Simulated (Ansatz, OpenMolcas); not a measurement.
A ladder of methods for CH6BNO2 (SMILES COB(N)O)

CH6BNO2 has 11 atoms, charge 0, and is taken as a singlet. SMILES: `COB(N)O`. The shape is that of a PBE0-D4/def2-TZVP optimisation. This is one conformer, not always the lowest.

Quantity: the HOMO–LUMO gap, in eV. The values are calculated.

| level | kind | program | value (eV) | CPU time |
| --- | --- | --- | --- | --- |
| PBE/6-31G* (spherical functions) | GGA | OpenMolcas | 7.03 | 28 s |
| revPBE/6-31G* (spherical functions) | GGA | OpenMolcas | 7.10 | 32 s |
| TPSS/6-31G* (spherical functions) | meta-GGA | OpenMolcas | 7.42 | 38 s |
| B3LYP/6-31G* (spherical functions) | global hybrid | Ansatz | 8.94 | 7.6 s |
| M06-2X/6-31G* (spherical functions) | hybrid meta-GGA | OpenMolcas | 11.98 | 40 s |
| r2SCAN0/6-31G* (spherical functions) | hybrid meta-GGA | Ansatz | 10.33 | 16 s |
| B2PLYP/6-31G* (spherical functions) | double hybrid | Ansatz | 12.25 | 10 s |
| PBE-QIDH/6-31G* (spherical functions) | double hybrid | Ansatz | 14.13 | 10 s |

The values span 7.03 to 14.13 eV. Orbital gaps aren't excitation energies, and those of double hybrids come from the SCF part alone; they tend to grow with the share of exact exchange. CPU times are rough (shared hosts, several kinds of processor): they show what a rung costs within a factor of a few.
